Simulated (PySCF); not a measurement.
# Dipole response of Co(2+) (cobalt, charge +2)

[Ar] 3d7, high-spin 4F determinant. Computed with PySCF 2.14 in x2c-QZVPPall with one added diffuse shell each of s, p, d, f, g type (12s8p6d5f3g, 128 functions), with the spin-free X2C one-electron Hamiltonian (Gaussian nucleus). Coupled (time-dependent) response in atomic units; α is the mean over directions.

```json
{"method": "PBEsol", "mean α (bohr³)": "3.786", "C₆ (like pair)": "10.84", "S(−4)": "8.314"}
```

S(−4) is the Cauchy moment in α(ω) = α(0) + S(−4) ω² + …

α(iu) at PBEsol:

| u (hartree) | α(iu) (bohr³) |
| --- | --- |
| 0 | 3.786 |
| 0.0500 | 3.765 |
| 0.100 | 3.706 |
| 0.200 | 3.498 |
| 0.300 | 3.229 |
| 0.500 | 2.696 |
| 0.750 | 2.181 |
| 1.00 | 1.812 |
| 1.50 | 1.325 |
| 2.00 | 1.017 |
| 3.00 | 0.6549 |
| 5.00 | 0.3354 |

A single London oscillator, α(iu) = α/(1 + u²/ω²), gives C₆ = (3/4) ω α². Matching the computed C₆ needs ω = 4 × 10.84 / (3 × 3.786²) = 1.01 hartree.

For an ion, C₆ is the dispersion term alone; charge-induced terms of lower order in 1/R come first.
